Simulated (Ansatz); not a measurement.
One change: `N[AsH2]` becomes `[SiH3]N[AsH2]`.

Ansatz, PBE0-D4/def2-TZVP geometries, multiplicity 1. 

Scalar relativity is left out up to krypton.

```tsv
property	`N[AsH2]`
HOMO energy (PBE0/def2-TZVPP) / eV	-7.46
HOMO–LUMO gap (B3LYP/def2-TZVPP) / eV	6.94
size of the dipole moment (B3LYP/def2-TZVPP) / D	1.25
HOMO–LUMO gap (PBE/def2-TZVPP) / eV	5.18
HOMO–LUMO gap (PBE0/def2-TZVPP) / eV	7.46
size of the dipole moment (PBE/def2-TZVPP) / D	1.27
```

Q: What does the change do to each property? (An estimate is asked.)

A: Ansatz gave: 
```json
{"property": "HOMO energy (PBE0/def2-TZVPP) / eV", "`[SiH3]N[AsH2]`": "-7.40", "shift": "0.06"}
{"property": "HOMO–LUMO gap (B3LYP/def2-TZVPP) / eV", "`[SiH3]N[AsH2]`": "6.61", "shift": "-0.33"}
{"property": "size of the dipole moment (B3LYP/def2-TZVPP) / D", "`[SiH3]N[AsH2]`": "0.76", "shift": "-0.49"}
{"property": "HOMO–LUMO gap (PBE/def2-TZVPP) / eV", "`[SiH3]N[AsH2]`": "4.86", "shift": "-0.32"}
{"property": "HOMO–LUMO gap (PBE0/def2-TZVPP) / eV", "`[SiH3]N[AsH2]`": "7.07", "shift": "-0.39"}
{"property": "size of the dipole moment (PBE/def2-TZVPP) / D", "`[SiH3]N[AsH2]`": "0.73", "shift": "-0.54"}
```

With PBE0 the HOMO rises by 0.06 eV and the LUMO falls by 0.32 eV, so the gap narrows by about 0.38 eV. PBE moves the HOMO by -0.03 eV and ωB97M-V by -0.02 eV. The zero-point energy changes by 39.2 kJ/mol with +9 modes. Dipoles are sizes alone; their direction can turn.

B3LYP here is the variant with VWN-RPA as its local correlation; programs differ in this.
